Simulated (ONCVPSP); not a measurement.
Potentials for chlorine (Cl) compared

Generated with ld1.x 7.5 (TM, RRKJ, ultrasoft, PAW), atompaw 4.2 or ONCVPSP 4.0.1. The cutoff is in Ry: for ld1.x and atompaw files where the sum of valence levels is converged to 10 mRy in a Bessel basis, for ONCV files where the hardest occupied wave has 1 mHa per electron of residual kinetic energy. The error is the largest all-electron minus pseudo excitation energy over each file’s own four to seven test configurations (ionisations up to +4, promotions, holes and added fractions of an electron), all of which were solved. The labels leave out finer settings (local radius, basis sizes, second energies), which also bear on the numbers. Spin-polarised tests are not counted. The rows are a selection from randomly drawn settings: files with unsolved tests, undetermined cutoffs or missed reference levels are left out.

```tsv
potential	cutoff (Ry)	largest error (meV)	bound ghosts
ONCV, LDA (Perdew-Wang 92), scalar-relativistic, rc 0.80/0.65 (sp), local smoothed, core correction yes, reference 2s2 2p6 3s2 3p5, qcut 15.5/25.2, projectors 2/2	444	+10	none
ONCV, Wu-Cohen, non-relativistic, rc 0.65/0.65/0.55 (spd), local d, core correction no, reference 2s2 2p6 3s2 3p4, qcut 24.1/17/20.6, projectors 2/2/0	809	-214	none
```

(1) Fill in the row for Cl: ONCV, LDA (Perdew-Wang 92), scalar-relativistic, rc 1.30/1.40 (sp), local s, core correction yes, reference 3s2 3p3, qcut 5.4/6.3, projectors 0/2.

(2) Fill in the row for Cl: ONCV, LDA (Perdew-Zunger), scalar-relativistic, rc 1.15/1.40/1.45 (spd), local smoothed, core correction yes, reference 3s2 3p4.75, qcut 6.2/6.1/7.6, projectors 2/2/2.

(3) Fill in the row for Cl: ONCV, PBE, scalar-relativistic, rc 1.40/1.20 (sp), local smoothed, core correction no, reference 3s2 3p5, qcut 5/7.5, projectors 2/1.

Answers

(1) cutoff 42 Ry, largest error -9.9 meV, bound ghosts: none.

(2) cutoff 32 Ry, largest error +9.6 meV, bound ghosts: none.

(3) cutoff 46 Ry, largest error +68 meV, bound ghosts: none.
